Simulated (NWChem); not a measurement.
# C2H5NOSi; SMILES O=C/N=C/[SiH3]

```xyz
10

O      0.3150    -2.9235     0.0000
C     -0.3022    -1.8917     0.0000
N      0.3264    -0.6069     0.0000
C     -0.4882     0.3856     0.0000
Si     0.1491     2.1740     0.0000
H     -1.4188    -1.8632     0.0000
H     -1.5831     0.2043     0.0000
H     -0.3883     2.8569    -1.2070
H      1.6284     2.1822     0.0000
H     -0.3883     2.8569     1.2070
```
Atoms are numbered in this order, from 1.

Results from NWChem. Medium grid unless said otherwise, to which SCAN and Minnesota functionals are sensitive. Geometry: optimised at B3LYP/6-31G* (spherical d). B3LYP is NWChem's, with the RPA form of VWN correlation. Total energies of different functionals are on different scales.

```
level                                  energy (Ha)  highest occupied level (eV)  orbital gap (eV)  dipole (D)
-------------------------------------  -----------  ---------------------------  ----------------  ----------
B3LYP/def2-TZVP                          -498.7614                        -7.51              4.74        4.14
PBE0/def2-TZVP                           -498.3695                        -7.72              5.16        4.12
Hartree-Fock/def2-TZVP                   -496.9446                       -11.40             12.91        4.86
LDA (Slater exchange, VWN5)/def2-TZVP    -495.8696                        -6.39              2.54        4.00
r2SCAN/def2-TZVP                         -498.5910                        -6.52              3.06        4.02
```
